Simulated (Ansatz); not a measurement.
Reaction (substitution at a C–Si bond): `C[SiH](F)[InH2]` + `[NH2][GeH2][OH]` → `C[NH][GeH2][OH]` + `F[SiH2][InH2]`

Gas-phase electronic energies from Ansatz, PBE0-D4/def2-TZVP geometries. CBS: MP2 limit from def2 TZ/QZ plus the TZ coupled-cluster correction, frozen cores. Functionals use def2-TZVPP. B3LYP here is the variant with VWN-RPA as its local correlation; programs differ in this. def2 core potentials past Kr. For Ge, In outer-core shells are correlated without core-valence functions, which leaves a few kJ/mol of doubt a bond. Scalar relativity is left out up to krypton. Each species was taken in one conformer, which may not be the lowest.

```
             level  ΔE (kJ/mol)
            PBE-D4         78.9
           PBE0-D4         80.6
          B3LYP-D4         76.9
              PBE0         80.3
CCSD(T)/def2-TZVPP         78.4
    MP2/def2-QZVPP         84.5
     MP2/CBS(def2)         85.9
    CCSD/CBS(def2)         81.4
```

Task: What does CCSD(T)/CBS give? (Best estimate.)

Result: Ansatz gave: +81.8 kJ/mol. The listed levels differ from it by -2.9, -1.2, -4.9, -1.5, -3.4, 2.7, 4.1, -0.4 kJ/mol.

Largest T1 diagnostic among the species: 0.014.

In def2-TZVPP, CCSD(T) changes the Hartree–Fock value by +5.9 kJ/mol (the triples alone add +0.4 kJ/mol) and MP2 by +10.0 kJ/mol.

CCSD(T)/CBS has its own doubt, a few kJ/mol and more with outer-core shells, so smaller differences from it don't rank the levels.
